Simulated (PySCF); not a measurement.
# Removing the step error of a finite difference

System: CH$_{6}$SeSi (SMILES C[SiH2][SeH]), singlet, geometry from GFN2-xTB. Level: PBE/6-31G, polarisability (PySCF). Sums are taken with unrounded values, so a last digit can differ.

Second differences of the energy in a field along z gave a polarisability along z of 44.931 bohr³ at step 0.005 and 45.092 bohr³ at step 0.05 (atomic units).

Problem. Extrapolate to zero step.

Solution. The leading error of a symmetric difference goes as h², so A(h) = A0 + c h². Then c = (45.092 - (44.931))/(0.05² - 0.005²) = 65.1 (atomic units) and A0 = 44.931 - c × 0.005² = 44.930 bohr³. The analytic value from the same program and level is 44.930 bohr³: the smaller step missed it by 0.002, the extrapolation by 0.000.
